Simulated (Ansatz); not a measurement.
Ansatz (a quantum-chemistry and plane-wave program) input (B2GP-PLYP/def2-TZVPD):

Ansatz 0.2 input:
```yaml
crystal:
  periodic: [false, false, false]
  atoms:
    - {symbol: O, position_ang: [0.72648472, -0.37165007, 0.01184410]}
    - {symbol: O, position_ang: [-0.57788575, 0.41299156, -0.01217155]}
    - {symbol: H, position_ang: [-1.18879170, -0.33073200, 0.00261956]}
basis:
  gaussian:
    orbitals: def2-TZVPD
hamiltonian:
  xc: {name: B2GP-PLYP}
total_charge: -1
magnetization: {spin_polarized: false}
correlation: {electrons: outside_noble_gas}
```

End of the output:

```
integrals: 0.03 GiB planned
578 factors; integrals over basis functions are off by at most 9.9e-4 eV
mean field: 0.20 GiB planned
mean field evaluation 1: about -4098.4535 eV, gradient 2.8e1 eV
mean field evaluation 2: about -4098.4550 eV, gradient 2.8e1 eV
mean field evaluation 4: about -4099.9416 eV, gradient 4.5e0 eV
mean field evaluation 8: about -4099.9791 eV, gradient 1.1e-1 eV
mean field evaluation 16: about -4099.9792 eV, gradient 5.3e-5 eV
mean field -4099.97924917 eV, -150.6714583411 hartree, gradient 3.1e-6 eV, S^2 0.000000; 0 other end points of the search recorded, 0 dependent functions left out
2 core orbitals not correlated
reference -4099.97934164 eV, -150.6714617395 hartree; 7, 7 occupied and 80, 80 virtual orbitals, 578 factors
second order -16.02786092 eV of doubles, -0.00000000 eV of singles
Total energy: -4105.74937157 eV, -150.8835064284 hartree
```
